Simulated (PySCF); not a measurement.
Radial density of Sb²⁺ (antimony, charge +2)

UHF, [Kr] 4d10 5s2 5p1, 2P determinant. Calculation: PySCF 2.14, in cc-pVTZ-PP with ECP28MDF; scalar relativity through the core potential. This is the valence pseudo-density: the core potential removes the inner electrons and smooths the orbitals near the nucleus.

| r (bohr) | 4πr²ρ (e/bohr) | 4πr²(ρα − ρβ) |
| --- | --- | --- |
| 0.00430 | 2.618e-05 | 0.0000 |
| 0.00723 | 6.866e-05 | 0.0000 |
| 0.0122 | 0.0001610 | 0.0000 |
| 0.0204 | 0.0003144 | 0.0000 |
| 0.0344 | 0.0005342 | 0.0000 |
| 0.0578 | 0.0008755 | 0.0000 |
| 0.0973 | 0.003375 | 0.0000 |
| 0.164 | 0.03477 | 0.0000 |
| 0.275 | 0.5513 | 0.0013 |
| 0.463 | 8.232 | 0.0362 |
| 0.779 | 24.66 | 0.0450 |
| 1.31 | 8.878 | 0.1003 |
| 2.20 | 2.075 | 0.5334 |
| 3.71 | 0.2756 | 0.1478 |
| 6.23 | 0.003347 | 0.0027 |
| 10.5 | 2.366e-05 | 0.0000 |

Energies and moments cover only the electrons outside the core potential.
